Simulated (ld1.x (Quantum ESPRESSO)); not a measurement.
**Configuration tests for Ni (ultrasoft)**

nickel, ultrasoft, made with ld1.x (Quantum ESPRESSO) 7.5 (PBE, scalar-relativistic). Core [Ne], reference 3s2 3p6 3d8 4s1 4p1. Waves: 3s (bound): rcut 1.15, rcutus 1.25 bohr; 4s (bound): rcut 1.15, rcutus 1.25 bohr; 3p (bound): rcut 1.05, rcutus 1.15 bohr; 4p (bound): rcut 1.05, rcutus 1.15 bohr; 3d (bound): rcut 1.40, rcutus 1.65 bohr; 3d channel at -0.2 Ry: rcut 1.40, rcutus 1.65 bohr. Local part: all-electron potential smoothed inside 1.40 bohr (lloc = -1). Core correction: Bessel-smoothed model core inside 0.95 bohr. Augmentation charge: PSQ, inside the norm-conserving radii.

Energies are relative to the spin-unpolarised reference configuration 3s2 3p6 3d8 4s1 4p1; without spin polarisation the order of configurations can differ from experiment. The frozen-core shift is the all-electron ΔE with the core orbitals held at their reference shape minus the fully relaxed ΔE.

**Question.** Give the all-electron excitation energy and the error of the potential for: 3s2 3p6 3d8 4s2 4p0; 3s2 3p6 3d8 4s1 4p0; 3s2 3p6 3d8 4s0 4p0; 3s2 3p5 3d8 4s2 4p0; 3s1 3p6 3d8 4s2 4p0; 3s2 3p6 3d7 4s0 4p0; 3s2 3p6 3d9 4s1 4p0.

**Answer.**

| valence configuration | charge | ΔE all-electron (eV) | error AE − PS (meV) | frozen-core shift (meV) |
| --- | --- | --- | --- | --- |
| 3s2 3p6 3d8 4s2 4p0 | 0 | -4.596 | -1.0 | -0.6 |
| 3s2 3p6 3d8 4s1 4p0 | +1 | 4.727 | -1.0 | +0.4 |
| 3s2 3p6 3d8 4s0 4p0 | +2 | 22.078 | +0.4 | +2.2 |
| 3s2 3p5 3d8 4s2 4p0 | +1 | 74.929 | +19 | +21 |
| 3s1 3p6 3d8 4s2 4p0 | +1 | 114.801 | -5.6 | +18 |
| 3s2 3p6 3d7 4s0 4p0 | +3 | 59.545 | +21 | -1.1 |
| 3s2 3p6 3d9 4s1 4p0 | 0 | -6.191 | +17 | +2.7 |

Levels in the configuration 3s2 3p6 3d8 4s1 4p0:

| level | all-electron (eV) | pseudo (eV) |
| --- | --- | --- |
| 3s | -120.168 | -120.161 |
| 3p | -80.511 | -80.511 |
| 3d | -17.924 | -17.927 |
| 4s | -13.184 | -13.181 |

A variational frozen-core shift is positive and of second order in the change. This column holds negative values, so the frozen-core run of ld1.x carries numerical noise or an error of first order here, and the column gives no more than the rough size of the effect.
